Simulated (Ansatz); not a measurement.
Calculated with Ansatz (gas phase, PBE0-D4/def2-TZVP geometries, no zero-point term in ΔE). CCSD(T)/CBS is the MP2 limit (def2-TZVPP, def2-QZVPP) plus CCSD(T) − MP2 in def2-TZVPP, frozen cores. Functionals use def2-TZVPP. One conformer a species, not always the lowest.

Consider the isomerisation: `CSC([SiH3])S` → `CCSS[SiH3]`.

| level | ΔE (kcal/mol) | difference from CCSD(T)/CBS |
| --- | --- | --- |
| PBE-D4 | -24.6 | -1.3 |
| r2SCAN-D4 | -24.9 | -1.6 |
| B2PLYP | -24.1 | -0.8 |
| HF/def2-TZVPP | -25.2 | -1.9 |
| MP2/def2-TZVPP | -22.7 | 0.6 |
| CCSD(T)/def2-TZVPP | -22.4 | 0.9 |
| MP2/def2-QZVPP | -23.1 | 0.2 |
| SCS-MP2/def2-QZVPP | -23.0 | 0.3 |
| MP2/CBS(def2) | -23.5 | -0.2 |
| CCSD/CBS(def2) | -23.4 | -0.1 |
| CCSD(T)/CBS | -23.3 | 0 |

Largest T1 diagnostic among the species: 0.011.

In def2-TZVPP, CCSD(T) changes the Hartree–Fock value by +2.8 kcal/mol (the triples alone add +0.2 kcal/mol) and MP2 by +2.5 kcal/mol.
